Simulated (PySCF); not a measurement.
GeH8N2Si, SMILES N[SiH2][GeH2][NH2].

Coordinates come from a PBE-D3(BJ)/def2-SVP optimisation. This is a generated structure with no PubChem entry under its InChIKey; it may be hypothetical. One conformer was computed; it need not be the lowest.

Computed with PBE/def2-TZVP run with PySCF.

```yaml
total_energy: -2480.29028 hartree
highest_occupied_level: -5.80 eV
lowest_empty_level: -1.05 eV
orbital_gap: 4.74 eV
dipole_moment: 0.404 e·Å
quadrupole, principal values (traceless, Buckingham form, about the centre of nuclear charge): -6.71, -3.24, 9.95 D·Å
mean_static_polarisability: 79.4 bohr³ (11.77 Å³)
polarisability_principal_values: 67.9, 78.4, 92.0 bohr³
```
